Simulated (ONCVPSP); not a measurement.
## u(r) = r·R(r): atom against pseudo-atom (Mn (Z = 25))

Columns: radius, all-electron u(r) and pseudo u(r) of the 3s shell (level -121.41 eV) of manganese in the configuration [Ne] 3s2 3p6 3d4; LDA (Perdew-Wang 92), scalar-relativistic, ONCV scheme, ONCVPSP 4.0.1.

```json
{"r (bohr)": "0.098", "all-electron": "-0.1865", "pseudo": "0.1233"}
{"r (bohr)": "0.195", "all-electron": "-0.6473", "pseudo": "0.2719"}
{"r (bohr)": "0.292", "all-electron": "-0.3056", "pseudo": "0.4578"}
{"r (bohr)": "0.390", "all-electron": "0.2792", "pseudo": "0.6720"}
{"r (bohr)": "0.488", "all-electron": "0.7700", "pseudo": "0.8829"}
{"r (bohr)": "0.585", "all-electron": "1.0701", "pseudo": "1.0528"}
{"r (bohr)": "0.682", "all-electron": "1.1997", "pseudo": "1.1550"}
{"r (bohr)": "0.780", "all-electron": "1.2051", "pseudo": "1.1765"}
{"r (bohr)": "0.878", "all-electron": "1.1323", "pseudo": "1.1228"}
{"r (bohr)": "0.975", "all-electron": "1.0197", "pseudo": "1.0183"}
{"r (bohr)": "1.072", "all-electron": "0.8912", "pseudo": "0.8910"}
{"r (bohr)": "1.170", "all-electron": "0.7608", "pseudo": "0.7607"}
{"r (bohr)": "1.268", "all-electron": "0.6386", "pseudo": "0.6385"}
{"r (bohr)": "1.365", "all-electron": "0.5302", "pseudo": "0.5301"}
{"r (bohr)": "1.463", "all-electron": "0.4347", "pseudo": "0.4347"}
{"r (bohr)": "1.560", "all-electron": "0.3543", "pseudo": "0.3542"}
{"r (bohr)": "1.658", "all-electron": "0.2860", "pseudo": "0.2859"}
{"r (bohr)": "1.755", "all-electron": "0.2300", "pseudo": "0.2299"}
{"r (bohr)": "1.852", "all-electron": "0.1840", "pseudo": "0.1840"}
{"r (bohr)": "1.950", "all-electron": "0.1463", "pseudo": "0.1463"}
{"r (bohr)": "2.047", "all-electron": "0.1161", "pseudo": "0.1161"}
{"r (bohr)": "2.145", "all-electron": "0.0916", "pseudo": "0.0916"}
{"r (bohr)": "2.242", "all-electron": "0.0722", "pseudo": "0.0722"}
{"r (bohr)": "2.340", "all-electron": "0.0566", "pseudo": "0.0566"}
{"r (bohr)": "2.438", "all-electron": "0.0443", "pseudo": "0.0443"}
{"r (bohr)": "2.535", "all-electron": "0.0347", "pseudo": "0.0347"}
```

(1) How many radial nodes do the two functions have?

(2) At about which radius was the pseudo-wave matched?

(3) Is the pseudo-wave norm-conserving?

Answers

(1) The all-electron 3s function has n − l − 1 = 2 (the table is too coarse to show those close to the nucleus); the pseudo-wave has 0, since the states of the same l below it are removed with the core.

(2) 1.10 bohr, where the columns begin to agree (steps of 0.10 bohr).

(3) Yes: the ONCV scheme keeps the norm inside the radius equal to the all-electron one, which fixes the energy derivative of the logarithmic derivative at the level.
